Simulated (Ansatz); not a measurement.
Pulling on the Ga1–H6 bond in GaGeH5 (SMILES [GaH2][GeH3]) (multiplicity 1 held, fragments rigid). Energies count from the point at 1.575 Å.
Geometry at that point (charge 0, multiplicity 1):
```tsv
atom	x (Å)	y (Å)	z (Å)
Ga	-1.2304	-0.0777	-0.2920
Ge	1.1573	0.0702	0.2737
H	1.9820	-1.1429	-0.1997
H	1.7871	1.3290	-0.3615
H	1.3593	0.1998	1.7986
H	-2.2172	1.0451	0.2026
H	-1.8013	-1.2698	-1.1461
```

R- and RO- levels are restricted; in cc, def2 and unpolarised 6-31G sets they are followed outwards from rest. U- levels take the lowest unrestricted solution at each point, which mixes spins at long bonds. Active spaces are followed from a long bond inwards. Levels need not reach the same state.

Correlated levels freeze the cores. Filled d and f shells under p-block atoms count as core.

Codes used: Ansatz (Gaussian basis) for Hartree–Fock, density functionals and correlated methods. Values without a source in brackets are computed.

Energies in eV.

```tsv
R (Å)	U-HF/cc-pVDZ	R-CCSD/cc-pVDZ	U-CCSD/cc-pVDZ	FIC-NEVPT4(SD) on CASSCF(2,2)/cc-pVDZ	FIC-MRCISD on CASSCF(2,2)/cc-pVDZ	FIC-MRCISD+Q on CASSCF(2,2)/cc-pVDZ
1.260	1.19	1.21	1.21	1.21	1.21	1.21
1.417	0.24	0.25	0.25	0.26	0.26	0.25
1.575	0.00	0.00	0.00	0.00	0.00	0.00
1.732	0.14	0.12	0.12	0.11	0.11	0.12
1.889	0.48	0.42	0.42	0.41	0.41	0.42
2.126	1.15	1.02	1.02	0.99	0.99	1.00
2.362	1.83	1.63	1.64	1.58	1.58	1.60
2.755	2.39	2.49	2.52	2.39	2.39	2.41
3.149	2.60	3.07	3.06	2.91	2.91	2.93
3.621	2.68	3.45	3.31	3.21	3.21	3.23
4.251	2.71	3.66	3.37	3.34	3.35	3.36
5.038	2.71	3.73	3.38	3.38	3.38	3.40
```

Doubts at one or more of the structures used: a spin-contaminated determinant (U-HF/cc-pVDZ, U-CCSD/cc-pVDZ); a restricted determinant that unrestricted orbitals would lower (R-CCSD/cc-pVDZ); other coupled-cluster roots lie near (R-CCSD/cc-pVDZ); T1 above 0.05 (R-CCSD/cc-pVDZ, U-CCSD/cc-pVDZ).

Ansatz is a first-principles code.
